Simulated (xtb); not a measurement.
xtb input (GFN2-xTB):

```bash
xtb mol.xyz --gfn 2 --ohess tight --chrg 0 --uhf 0
```
mol.xyz:
```
11

I      1.29497050     0.13425080     0.06744533
C     -0.71479785    -0.01828950    -0.06888567
C     -1.58110905     0.96287191    -0.43108655
C     -2.98674337     0.38602057    -0.41509808
C     -2.88614599    -0.90800910     0.02878984
C     -1.49828597    -1.28761690     0.24081232
H     -1.36025367     2.00178647    -0.67339992
H     -3.83760405     0.97317701    -0.59041116
H     -3.77096995    -1.51289508     0.08606861
H     -1.14569455    -2.07295775    -0.37982973
H     -1.34412431    -1.58692498     1.29775335
```

End of the output:

```
       1    176.15    -0.70628 ( 99.35%)    -0.68342 (  0.65%)    -0.70613
       2    217.29    -0.59081 ( 99.72%)    -0.62125 (  0.28%)    -0.59089
   ------------------------------------------------------------------------

   temp. (K)  partition function   enthalpy   heat capacity  entropy
                                   cal/mol     cal/K/mol   cal/K/mol   J/K/mol
 298.15  VIB   5.55                 1750.255     14.250      9.277
         ROT  0.328E+06              888.752      2.981     28.222
         INT  0.182E+07             2639.008     17.231     37.499
         TR   0.257E+28             1481.254      4.968     41.644
         TOT                        4120.2618    22.1989    79.1425   331.1324

       T/K    H(0)-H(T)+PV         H(T)/Eh          T*S/Eh         G(T)/Eh
   ------------------------------------------------------------------------
    298.15    0.656606E-02    0.873357E-01    0.376032E-01    0.497325E-01
   ------------------------------------------------------------------------

         :::::::::::::::::::::::::::::::::::::::::::::::::::::
         ::                  THERMODYNAMIC                  ::
         :::::::::::::::::::::::::::::::::::::::::::::::::::::
         :: total free energy         -16.973966249088 Eh   ::
         ::.................................................::
         :: total energy              -17.023698736656 Eh   ::
         :: zero point energy           0.080769610608 Eh   ::
         :: G(RRHO) w/o ZPVE           -0.031037123040 Eh   ::
         :: G(RRHO) contrib.            0.049732487568 Eh   ::
         :::::::::::::::::::::::::::::::::::::::::::::::::::::

optimized geometry written to: xtbopt.xyz

           -------------------------------------------------
          | TOTAL ENERGY              -17.023698736656 Eh   |
          | TOTAL ENTHALPY            -16.936363070977 Eh   |
          | TOTAL FREE ENERGY         -16.973966249088 Eh   |
          | GRADIENT NORM               0.000350107483 Eh/α |
          | HOMO-LUMO GAP               3.431848598519 eV   |
           -------------------------------------------------

------------------------------------------------------------------------
------------------------------------------------------------------------
 total:
 SCF:
 ANC optimizer:
 analytical hessian:
Note: The following floating-point exceptions are signalling: IEEE_UNDERFLOW_FLAG IEEE_DENORMAL
normal termination of xtb
```
